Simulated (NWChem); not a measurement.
Species: C2H6BeIN; SMILES C[N](C)[Be][I]

```xyz
11

Be     0.0000     0.0000    -0.7617
I      0.0000     0.0000     1.4202
N      0.0000     0.0000    -2.2636
C      0.0000     1.2055    -3.0575
C      0.0000    -1.2055    -3.0575
H     -0.8911     1.2660    -3.7127
H      0.8911     1.2660    -3.7127
H      0.0000     2.1029    -2.4187
H      0.8911    -1.2660    -3.7127
H     -0.8911    -1.2660    -3.7127
H      0.0000    -2.1029    -2.4187
```
Atoms are numbered in this order, from 1.

All runs: NWChem. The geometry was optimised at PBE0/def2-SVP. No frequency run checked for a minimum. def2 effective core potentials on I; no spin-orbit coupling. Total energies compare along this basis series because the functional is fixed.

| level | basis functions | energy (Ha) | highest occupied level (eV) | orbital gap (eV) | dipole (D) |
|---|---|---|---|---|---|
| B3LYP/def2-SVP | 107 | -447.0954 | -6.26 | (withheld) | (withheld) |
| B3LYP/def2-SVPD | 155 | -447.1095 | -6.34 | 5.84 | 2.00 |
| B3LYP/def2-TZVP | 198 | -447.2740 | -6.30 | 5.84 | 1.95 |
| B3LYP/def2-TZVPP | 246 | -447.2764 | -6.30 | 5.83 | 1.96 |

Q: Fill in the missing entries.

A: 
- B3LYP/def2-SVP, orbital gap (eV): 5.96
- B3LYP/def2-SVP, dipole (D): 2.08
